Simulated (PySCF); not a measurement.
Si(OSiH3)(F)(Me)2 (C2H9FOSi2), SMILES C[Si](C)(F)O[SiH3]. Atoms are numbered in the order given.

```xyz
15

C     -1.6682    -1.6128    -0.7016
Si    -0.7461    -0.0870    -0.1929
C     -1.5821     0.9169     1.1290
F     -0.5729     0.8796    -1.5013
O      0.7791    -0.5137     0.2861
Si     2.2575     0.1983     0.5467
H     -2.6777    -1.3626    -1.0642
H     -1.1311    -2.1376    -1.5069
H     -1.7688    -2.3047     0.1497
H     -0.9954     1.8199     1.3618
H     -1.6892     0.3303     2.0555
H     -2.5860     1.2371     0.8075
H      3.0421     0.2476    -0.7180
H      2.0752     1.5875     1.0635
H      2.9956    -0.6077     1.5565
```

The structure is a stationary point at ωB97X-D3(BJ)/def2-SVP. Other conformers were not sampled.

All values below come from PBE/def2-TZVP (PySCF).

Atomic charges (e):

| atom | meta-Löwdin | Löwdin | Mulliken |
|---|---|---|---|
| C1 | -0.64 | -0.43 | -0.46 |
| Si2 | 1.34 | -0.02 | ___ |
| C3 | -0.64 | -0.43 | -0.48 |
| F4 | -0.50 | 0.01 | -0.31 |
| O5 | -0.80 | 0.03 | -0.33 |
| Si6 | 0.69 | 0.14 | ___ |
| H7 | 0.14 | 0.14 | 0.13 |
| H8 | 0.14 | 0.14 | 0.14 |
| H9 | 0.14 | 0.14 | 0.13 |
| H10 | 0.14 | 0.14 | 0.14 |
| H11 | 0.14 | 0.14 | 0.13 |
| H12 | 0.14 | 0.14 | 0.13 |
| H13 | -0.10 | -0.04 | ___ |
| H14 | -0.11 | -0.04 | ___ |
| H15 | -0.09 | -0.04 | ___ |

Task: Fill in the missing entries. (The exact figures need the calculation; the answer reports its results.)

Result: 
- Si2, Mulliken: 0.61
- Si6, Mulliken: 0.25
- H13, Mulliken: -0.03
- H14, Mulliken: -0.04
- H15, Mulliken: -0.03

Computed Mayer and Wiberg (Löwdin basis) orders of the bonds:
```
bond     Mayer  Wiberg
-------  -----  ------
C1–Si2    1.01    1.19
Si2–C3    1.00    1.18
Si2–F4    1.14    1.65
Si2–O5    1.14    1.52
O5–Si6    1.17    1.59
C1–H7     0.94    0.89
C1–H8     0.94    0.89
C1–H9     0.94    0.89
C3–H10    0.94    0.89
C3–H11    0.94    0.89
C3–H12    0.94    0.89
Si6–H13   0.94    0.97
Si6–H14   0.93    0.96
Si6–H15   0.94    0.97
```
